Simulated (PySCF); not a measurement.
Isomers of C8H9 (doublet state), one GFN2-xTB conformer each. Single-point energies are computed at B3LYP/pcH-1 (PySCF, gas phase, no added dispersion term), electronic only. GFN2-xTB treats the open shell by occupation alone, and not every SCF solution was tested for stability.

| SMILES | GFN2-xTB relative energy (kJ/mol) |
| --- | --- |
| C=CC[C]1C=CC=C1 | 0.0 |
| [H]/[C]=C\CC#CCC=C | 295.0 |

Conformers: `[CH2:1]=[CH:2][CH2:3][C:4]1[CH:5]=[CH:6][CH:7]=[CH:8]1` (doublet state) with C1–C2–C3–C4 -112°, C2–C3–C4–C5 -88°; `[H]/[C:1]=[CH:2]\[CH2:3][C:4]#[C:5][CH2:6][CH:7]=[CH2:8]` (doublet state) with C1–C2–C3–C4 124°, C5–C6–C7–C8 121°.

**Question.** What does B3LYP/pcH-1 give for the same structures?

**Answer.** 
```csv
SMILES,B3LYP/pcH-1 E (Eh),B3LYP/pcH-1 (kJ/mol),GFN2-xTB (kJ/mol),point group
C=CC[C]1C=CC=C1,-310.19948,0.0,0.0,C1
[H]/[C]=C\CC#CCC=C,-310.10058,259.7,295.0,–
```

Both levels put the same isomer lowest.
